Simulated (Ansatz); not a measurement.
A structure drawn as `[CH2]1[GeH2][Se]1`, with this starting geometry:

Cartesian coordinates in Å:
```
C 0.566 0.666 -0.288
Ge -0.663 -0.578 0.403
Se 1.197 -0.856 -1.142
H 0.042 1.383 -0.966
H 1.237 1.159 0.448
H -2.047 -0.684 -0.312
H -0.331 -1.090 1.857
```

Charge 0, multiplicity 1.

**Question.** Does it keep its bonds when Ansatz relaxes it at PBE-D4/def2-SVP and then PBE0-D4/def2-TZVP?

**Answer.** Yes, every drawn bond is still there and no new one forms.

**Question.** Give the relaxed structure. (Best estimate.)

**Answer.** Ansatz gave: 
Z-matrix (Å, degrees):
```
C
Se 1 2.005
Ge 1 1.926 2 72.3
H 1 1.084 2 112.9 3 114.2
H 1 1.084 2 112.9 3 -114.2
H 3 1.527 1 118.9 2 104.7
H 3 1.527 1 118.9 2 -104.7
```
All modes are real.

Atoms count as bonded under 1.1 times the sum of their covalent radii (H–H under 0.85 Å, pairs among N, O and F under 1.55 Å), and a drawn bond as lost past 1.3 times.
